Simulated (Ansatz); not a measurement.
`FB(Cl)[O][InH2]` + CH₃OH → `COB(F)Cl` + `[OH][InH2]` at 600 K and 1 bar (ligand exchange at a B–O bond).

Computed with Ansatz on PBE0-D4/def2-TZVP structures; ΔE is electronic, products minus reactants. CCSD(T)/CBS is the MP2 limit (def2-TZVPP, def2-QZVPP) plus CCSD(T) − MP2 in def2-TZVPP, frozen cores. This one scheme is used for every species. def2 core potentials past Kr. For In outer-core shells are correlated without core-valence functions, which leaves a few kJ/mol of doubt a bond. One conformer a species, not always the lowest.

```tsv
species	CCSD(T)/CBS energy (Eh)	H − E (kJ/mol)	S (J/(mol·K))
`FB(Cl)[O][InH2]`	-850.71381	120.5	466.6
CH₃OH	-115.61712	163.6	277.3
`COB(F)Cl`	-699.54205	183.1	405.5
`[OH][InH2]`	-266.78179	100.4	326.1
```

H − E and S are ideal-gas, rigid-rotor, harmonic terms from PBE0-D4/def2-TZVP, for one conformer and one mirror image of each species. 1 Eh = 2625.50 kJ/mol, R = 8.31446 J/(mol·K).

Q: By hand: ΔE, ΔH, ΔS and ΔG.

A: ΔE = (-699.54205) + (-266.78179) − (-850.71381) − (-115.61712) = 0.00709 Eh = 18.6 kJ/mol. Δ(H − E) = 183.1 + 100.4 − 120.5 − 163.6 = -0.6, so ΔH = 18.0 kJ/mol. ΔS = 405.5 + 326.1 − 466.6 − 277.3 = -12.3 J/(mol·K). ΔG = 18.0 − 600 × (-12.3)/1000 = 25.4 kJ/mol.

Q: By hand: the equilibrium constant, and the temperature at which ΔG would vanish if ΔH and ΔS stayed fixed.

A: log₁₀ K = −ΔG/(RT ln 10) = -2.2. ΔH and −TΔS have one sign here, so there is no such temperature.

TΔS isn't small against ΔH here. A doubt of 5 kJ/mol in ΔE shifts log₁₀ K by 0.4 here. Other conformers and mirror images would add mixing entropy, several J/(mol·K) or more a flexible species. Modes under 60 cm⁻¹, often nearly free rotors, make the harmonic entropy too high. These are equilibria of isolated gas molecules and say nothing of rates. Largest T1 diagnostic: 0.017 (customary marks: 0.02 for closed shells, 0.045 for open ones).

ΔS is within the doubt of such terms, so its sign, and with it that verdict, could turn.
